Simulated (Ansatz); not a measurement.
Coupled-cluster diagnostics for InCl2(OH) (InCl₂OH), Ansatz.

Geometry of the singlet (PBE0-D4/def2-SVP):

```xyz
5

In    0.323    0.111   -0.263
Cl    1.221   -0.211   -2.376
Cl    1.392    1.551    1.227
O    -1.335   -0.836    0.255
H    -1.601   -0.615    1.157
```

In the def2 sets In takes a core potential; there is no spin–orbit coupling. Correlated methods freeze 15 core orbitals; core or outer-core shells of In are correlated, in sets that lack core-valence functions.

Task: Estimate the CCSD(T) correlation energy, the shares of MP2 and (T), T1 and the reference's ⟨S²⟩ for: charge 0, singlet, own geometry in def2-TZVPP; and the rough time on 4 threads of Arm Neoverse V2 on a shared host.

Result: 
| state | basis | correlation (eV) | MP2 share (%) | (T) share (%) | T1 | ⟨S²⟩ (pure) | wall time |
| --- | --- | --- | --- | --- | --- | --- | --- |
| charge 0, singlet, own geometry | def2-TZVPP | -25.885 | 93.8 | 3.7 | 0.015 | 0.00 (0.00) | 41 s |
Customary marks for T1 are 0.02 (closed shells), 0.045 (open shells) and about 0.05 (3d metals). T1 stays under 0.02 throughout.
